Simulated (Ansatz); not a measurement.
Calculated with Ansatz (gas phase, PBE0-D4/def2-TZVP geometries, no zero-point term in ΔE). CCSD(T)/CBS is the MP2 limit (def2-TZVPP, def2-QZVPP) plus CCSD(T) − MP2 in def2-TZVPP, frozen cores. Functionals use def2-TZVPP. For Ge outer-core shells are correlated without core-valence functions, which leaves a few kJ/mol of doubt a bond. Scalar relativity is left out up to krypton. One conformer a species, not always the lowest.

Reaction (redistribution): 2 `[SiH3][GeH2][SiH2][SiH2][GeH3]` → `[SiH3][GeH2][GeH2][SiH2][SiH2][GeH3]` + `[SiH3][SiH2][SiH2][GeH3]`

`[SiH3][GeH2][SiH2][SiH2][GeH3]`:

```xyz
17

Si   -1.847    1.926    0.044
Ge   -0.109    1.274    1.532
Si    0.083   -1.100    1.572
Si    0.105   -1.871   -0.633
Ge    1.763   -0.696   -1.872
H    -3.127    1.292    0.458
H    -2.022    3.402    0.034
H    -1.516    1.471   -1.333
H    -0.387    1.819    2.946
H     1.225    1.877    1.050
H     1.340   -1.503    2.263
H    -1.070   -1.676    2.319
H     0.370   -3.335   -0.697
H    -1.228   -1.610   -1.246
H     1.819   -1.180   -3.330
H     3.149   -0.900   -1.236
H     1.452    0.810   -1.870
```

`[SiH3][GeH2][GeH2][SiH2][SiH2][GeH3]`:

```xyz
20

Si    0.526   -0.353    2.683
Ge   -1.668   -0.058    1.810
Ge   -1.924   -0.942   -0.439
Si   -1.187    0.644   -2.055
Si    0.914    1.436   -1.414
Ge    2.398   -0.407   -1.154
H     1.508    0.466    1.924
H     0.918   -1.783    2.584
H     0.567    0.062    4.111
H    -2.668   -0.768    2.744
H    -2.032    1.440    1.802
H    -1.100   -2.238   -0.563
H    -3.403   -1.302   -0.680
H    -2.173    1.758   -2.121
H    -1.102    0.008   -3.399
H     1.471    2.390   -2.414
H     0.777    2.150   -0.114
H     2.720   -1.016   -2.529
H     3.715    0.014   -0.482
H     1.742   -1.500   -0.293
```

`[SiH3][SiH2][SiH2][GeH3]`:

```xyz
14

Si    1.030   -1.978    0.770
Si    1.592   -0.026   -0.387
Si   -0.339    0.940   -1.282
Ge   -1.936    1.297    0.447
H     0.350   -2.932   -0.146
H     2.238   -2.637    1.337
H     0.100   -1.646    1.883
H     2.575   -0.334   -1.464
H     2.221    0.940    0.557
H    -0.925    0.023   -2.300
H    -0.025    2.235   -1.947
H    -2.391   -0.051    1.031
H    -3.174    2.041   -0.082
H    -1.317    2.128    1.583
```

(1) Is it downhill or uphill in electronic energy at CCSD(T)/CBS, and by how much? (Estimate.)

(2) What do these levels give: PBE-D4, revPBE-D4, B97M-V, ωB97X-V, revPBE, r2SCAN, r2SCANh, CAM-B3LYP, RPA@PBE/def2-TZVPP, MP2/def2-SVP, CCSD/def2-SVP, HF/def2-TZVPP? (Best estimate.)

Largest T1 diagnostic among the species: 0.013.

Results:

(1) The calculation gave: Nearly level: ΔE = 0.0 kcal/mol.

(2) Ansatz gave: PBE-D4 -0.2, revPBE-D4 -0.2, B97M-V 0.0, ωB97X-V -0.1, revPBE 0.5, r2SCAN 0.1, r2SCANh 0.1, CAM-B3LYP 0.1, RPA@PBE/def2-TZVPP -0.2, MP2/def2-SVP -0.1, CCSD/def2-SVP -0.2, HF/def2-TZVPP 0.2 kcal/mol.

Leaving LDA and LC-ωPBE aside and taking each functional with its dispersion term where it has one, the values, not all of them listed here, spread over 0.6 kcal/mol, from BLYP-D4 to ωB97M-V.
